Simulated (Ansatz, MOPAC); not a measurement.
Molecule: C$_{2}$H$_{3}$N (charge 0, singlet). SMILES: [N+](C)#[C-]

Atoms: C1, N2, C3, H4, H5, H6. Bonds: C1-N2, C1-H4, C1-H5, C1-H6, N2-C3.

Bond lengths (Å) and angles (degrees) optimised at PM3 with MOPAC; HF/6-31G* with Ansatz (an electronic-structure program); MP2/6-31G* with Ansatz, each started from the B3LYP-D3(BJ)/def2-TZVP structure (Ansatz) of the last column. A row stands for all coordinates that are equal there. 6-31G* holds six Cartesian d functions. No wavenumbers were computed at MP2/6-31G*, so these may be saddle points.

```tsv
coordinate	PM3	HF/6-31G*	MP2/6-31G*	B3LYP-D3(BJ)/def2-TZVP
C1-N2	1.433	1.421	1.426	1.418
C1-H4	1.097	1.081	1.091	1.090
N2-C3	1.181	1.153	1.189	1.164
C1-N2-C3	180.0	180.0	180.0	180.0
N2-C1-H4	109.7	109.6	109.4	109.8
H4-C1-H5	109.2	109.3	109.5	109.1
```

Mean signed difference of all 5 bond lengths from B3LYP-D3(BJ)/def2-TZVP: PM3 0.011 Å, HF/6-31G* -0.007 Å, MP2/6-31G* 0.007 Å.
